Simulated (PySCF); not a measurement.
Zn(H)(Me) (CH4Zn), SMILES [CH3][ZnH].

Geometry optimised at PBE0-D3(BJ)/def2-TZVP.

These are CAM-B3LYP/def2-TZVPD (PySCF) values and carry that method's errors.

Symmetry labels are those of the subgroup Cs that the program uses (full group C3v).

Computed valence orbital energies around the gap with their symmetry:
| orbital | symmetry | energy (eV) |
|---|---|---|
| HOMO−7 | A' | -15.72 |
| HOMO−6 | A" | -15.72 |
| HOMO−5 | A' | -15.67 |
| HOMO−4 | A" | -15.67 |
| HOMO−3 | A' | -12.19 |
| HOMO−2 | A" | -12.19 |
| HOMO−1 | A' | -10.83 |
| HOMO | A' | -8.88 |
| LUMO | A" | 0.21 |
| LUMO+1 | A' | 0.21 |
| LUMO+2 | A' | 0.64 |
| LUMO+3 | A' | 1.37 |
